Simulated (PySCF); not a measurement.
FO2W (SMILES [O]=[W](=[O])[F]), doublet, at a GFN2-xTB geometry (such geometries of metal compounds can be far from the true shape) (the multiplicity is a formal guess) (core potentials on W). Base run: PySCF with TPSS/def2-SVP.

The PySCF input:
```python
from pyscf import gto, scf, dft

mol = gto.Mole()
mol.atom = '''
    W     0.031836    0.038077    0.046596
    O     1.554892   -0.445553   -0.513306
    O    -0.606250   -0.879993    1.318243
    F    -1.104998    0.865186   -1.098625
'''
mol.basis = 'def2-svp'
mol.ecp = {'W': 'def2-svp'}
mol.charge = 0
mol.spin = 1
mol.verbose = 4
mol.build()

mf = dft.UKS(mol)
mf.xc = 'tpss'
mf.kernel()
mf.analyze()
```

Each row names what was changed in the base input (with any setting that the change needs).

```
change                                           ΔE vs base (mEh)  fitting functions  dipole (D)        outcome
-----------------------------------------------  ----------------  -----------------  ----------  -------------
base                                                        0.000                  -        2.07      converged
auxbasis = autoaux                                         -0.031                616        2.07      converged
auxbasis = even-tempered beta=1.6                          -0.003                866        2.07      converged
auxbasis = def2-tzvp-ri                                         -                  -           -  input refused
auxbasis = default (with mf = mf.density_fit())            -0.110                236        2.07      converged
auxbasis = def2-svp-ri                                          -                  -           -  input refused
auxbasis = cc-pvtz-jkfit                                        -                  -           -  input refused
auxbasis = cc-pvqz-jkfit                                        -                  -           -  input refused
auxbasis = even-tempered beta=3.0                         -23.304                410        2.08      converged
auxbasis = even-tempered beta=2.0                          -0.331                585        2.07      converged
```

A fitting set is made for a task (jfit for Coulomb, jkfit for Coulomb and exchange, ri for correlation) and for a family of orbital bases.

Open shells are given as the SCF converged; they aren't shown to be the lowest states, and a large step between rows can be another state.

- auxbasis = def2-tzvp-ri: ended with `pyscf.lib.exceptions.BasisNotFoundError: Basis set not found for W in def2-tzvp-ri`
- auxbasis = def2-svp-ri: ended with `pyscf.lib.exceptions.BasisNotFoundError: Basis set not found for W in def2-svp-ri`
- auxbasis = cc-pvtz-jkfit: ended with `pyscf.lib.exceptions.BasisNotFoundError: Basis set not found for W in cc-pvtz-jkfit`
